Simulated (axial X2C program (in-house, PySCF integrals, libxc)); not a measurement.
# Nuclear properties of HfP⁻

Computed with an axial X2C code built on PySCF integrals: two-component X2C with atomic mean-field Coulomb and Gaunt terms, Gaussian nuclei, basis Hf dyall-acv3z, P dyall-av3z with contracted cores.

R = 2.212 Å (near the PBE0 minimum at charge -1 of the determinant lowest at the starting distance; the state shown can have its own minimum elsewhere).

Input and command:
```json
{"zs": [72, 15], "q": -1, "bas": ["dyall-acv3z", "dyall-av3z"], "r0": 2.3, "levels": ["PBE0", "HF", "PBE", "BHandHLYP", "TPSSh"], "nst": 3}
```
```bash
python soeom.py task.json out
```

Keys: zs atomic numbers; q charge; bas basis sets; r0 starting distance in Å; levels methods; nst determinants followed.

Determinant lowest in the PBE0 search, Ω = 0 (closed shell), highest spinor 36% Hf d, 26% Hf s, 23% P p:

| level | qzz Hf (a.u.) | qzz P (a.u.) |
| --- | --- | --- |
| PBE0 | -7.30 | -1.01 |
| HF | -7.05 | -1.36 |
| PBE | -7.53 | -0.91 |
| BHandHLYP | -7.28 | -1.11 |
| TPSSh | -7.46 | -0.97 |

Determinant 0.77 eV from it at PBE0 and this distance, Ω = 1 (⟨Sz⟩ = -0.98, ⟨Lz⟩ = 1.98 at PBE0), spin on the atoms Hf -0.91, P -0.07:

```
    level  Eeff magnitude (GV/cm)  Ws magnitude Hf (kHz)  A∥/gI Hf (MHz)  qzz Hf (a.u.)  A∥/gI P (MHz)  qzz P (a.u.)
     PBE0                    12.7                   9.37            -266          -1.45          -74.1         -0.02
      PBE                    14.4                   11.2            -445          -2.24          -64.6         -0.04
BHandHLYP                    3.62                  0.468            89.5          -0.99           -107          0.23
    TPSSh                    13.2                   9.97            -442          -1.75            -71         -0.04
```

Eeff is the effective electric field on the electron electric dipole moment in this Ω state and Ws the scalar–pseudoscalar constant of the nucleus named (defined with the proton number Z and per Ω); A∥ (defined per Ω) follows by multiplying with gI = μI/(I μN); qzz is the electric field gradient, eQq0 = 234.96 MHz × Q/barn × qzz. The operators were transformed with the bare-nucleus X2C matrices; with these basis sets, hyperfine constants and field gradients can be off by tens of per cent, and where levels differ in sign neither size nor sign is settled.

**Question.** With Q(177Hf) = 3.365 barn (Q from Pyykkö, Mol. Phys. 2018), turn the PBE0 values of the first state into constants in MHz.

**Answer.** eQq0(177Hf) = 234.96 × (3.365) × (-7.30) = -5770 MHz.

Each state is one determinant with collinear spin, which with several unpaired electrons need not be a pure state. For an anion, determinants above electron detachment, or with a positive highest level, are held by the basis set. With several open shells hyperfine constants can be off by a factor of several. Where Eeff spreads by more than a factor of two the levels disagree and none is to be relied on. Open-shell Ω = 0 determinants with evenly filled partner blocks cannot be reached by this program, so the Ω shown need not be the lowest component. Left out as unconverged or as another state under the same occupation: HF in at least one table. The search compared states at one distance, so a state with another bond length can lie lower. Further determinants of the search, some of them spin-mixed, are not shown. PBE0 term energies can be off by some tenths of an eV.
